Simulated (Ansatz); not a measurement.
`[CH3][AlH][I]` + H₂O → `[OH][AlH][I]` + CH₄  (formal hydrolysis of the Al–C bond)

Gas-phase electronic energies from Ansatz, PBE0-D4/def2-TZVP geometries. CBS: MP2 limit from def2 TZ/QZ plus the TZ coupled-cluster correction, frozen cores. This one scheme is used for every species. def2 core potentials past Kr. For I outer-core shells are correlated without core-valence functions, which leaves a few kJ/mol of doubt a bond. Each species was taken in one conformer, which may not be the lowest.

```tsv
species	CCSD(T)/CBS(def2) energy (Eh)
`[CH3][AlH][I]`	-579.97603
H₂O	-76.37941
`[OH][AlH][I]`	-615.94705
CH₄	-40.46206
```

Q: Work out ΔE.

A: ΔE = (-615.94705) + (-40.46206) − (-579.97603) − (-76.37941) = -0.05367 Eh = -140.9 kJ/mol.

Largest T1 diagnostic among the species: 0.010.

At CCSD(T), def2-SVP lies −10.5 kJ/mol from the extrapolated value and def2-TZVPP −2.8 kJ/mol. In def2-TZVPP, CCSD(T) changes the Hartree–Fock value by +10.9 kJ/mol (the triples alone add +1.1 kJ/mol) and MP2 by +8.2 kJ/mol. Leaving LDA and LC-ωPBE aside and taking each functional with its dispersion term where it has one, the values, not all of them listed here, spread over 14.3 kJ/mol, from CAM-B3LYP-D4 to HSE06-D4.
